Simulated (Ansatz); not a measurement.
Reaction (redistribution): `[OH][Ti]([OH])([OH])[OH]` + `N[SiH](N)F` → `[NH2][Ti]([OH])([OH])[OH]` + `N[SiH](O)F`

Calculated with Ansatz (gas phase, PBE0-D4/def2-TZVP geometries, no zero-point term in ΔE). CCSD(T)/CBS adds triple-zeta CCSD(T) − MP2 to the extrapolated MP2 energy (def2 sets, frozen cores). This one scheme is used for every species. DFT in def2-TZVPP. For Ti outer-core shells are correlated without core-valence functions, which leaves a few kJ/mol of doubt a bond. Scalar relativity is left out up to krypton. Each species was taken in one conformer, which may not be the lowest.

```csv
species,BLYP-D4 energy (Eh)
`[OH][Ti]([OH])([OH])[OH]`,-1153.16065
`N[SiH](N)F`,-502.05724
`[NH2][Ti]([OH])([OH])[OH]`,-1133.25106
`N[SiH](O)F`,-521.96096
```

**Question.** Work out ΔE.

**Answer.** ΔE = (-1133.25106) + (-521.96096) − (-1153.16065) − (-502.05724) = 0.00587 Eh = +3.7 kcal/mol. CCSD(T)/CBS gives +2.5 kcal/mol.

Largest T1 diagnostic among the species: 0.024, so the coupled-cluster value is less sure than usual.

Leaving LDA and LC-ωPBE aside and taking each functional with its dispersion term where it has one, the values, not all of them listed here, spread over 0.8 kcal/mol, from BHLYP-D4 to revPBE-D4. At CCSD(T), def2-SVP lies +3.3 kcal/mol from the extrapolated value and def2-TZVPP +0.3 kcal/mol.
